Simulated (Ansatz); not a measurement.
Li₄O₂⁻. Charge -1, multiplicity 2. Geometry r2SCAN-D4/def2-TZVPD; atoms count from 1.

```xyz
6

Li   -0.739   -0.659   -1.385
Li   -0.785    1.580    0.752
Li    1.567    0.320    0.171
Li    0.155   -1.909    0.817
O     0.059    0.844   -0.725
O    -0.256   -0.177    0.369
```

The structure holds 1 bond(s) between oxygen atoms. The charge -1 doublet is spin-contaminated (final ⟨S²⟩ up to 1.27, 0.75 for a pure state). The highest occupied level of the charge -1 doublet lies above zero (up to 0.19 eV). It is a level of α spin, whose loss leaves a singlet; that state wasn't run at this geometry and level. The electron is either unbound and held by the finite basis, or the level is raised by self-interaction error. The geometry of the doublet was relaxed on an unsound state (⟨S²⟩ 1.28, where a pure state has 0.75). Another isomer (doublet) lies 2.90 eV lower at PBE0-D4/def2-TZVPD; other spin states weren't run for this one.

(1) Estimate the Mulliken populations from the PBE0/def2-TZVPD orbitals of Ansatz.

(2) Where does the spin sit?

(3) And the Mayer bond orders between bonded heavy atoms (over 0.3)?

Results:

(1) 
| atom | charge (e) | spin (α − β) |
| --- | --- | --- |
| Li1 | 0.14 | 0.49 |
| Li2 | 0.18 | 0.42 |
| Li3 | 0.02 | 0.04 |
| Li4 | -0.02 | 0.10 |
| O5 | -0.78 | -0.06 |
| O6 | -0.54 | 0.01 |
Mulliken values and Mayer orders depend strongly on the basis. With diffuse functions, as here, like atoms can get unlike values, and bond orders can come out too low or too high.

(2) Summed by element: Li 1.05, O -0.05, of 1 unpaired in all. Largest on single atoms: Li1 0.49, Li2 0.42, Li4 0.10.

(3) Li1–Li2 0.58 (3.10 Å); Li1–Li3 0.43 (2.95 Å); Li1–Li4 0.41 (2.69 Å); Li2–Li3 0.42 (2.73 Å); Li3–Li4 0.64 (2.72 Å); O5–O6 0.35 (1.53 Å). Values over 0.3 also appear between atoms too far apart for a bond (Li2–Li4 0.46 at 3.61 Å); they arise where an orbital or an unpaired electron spreads over both atoms.
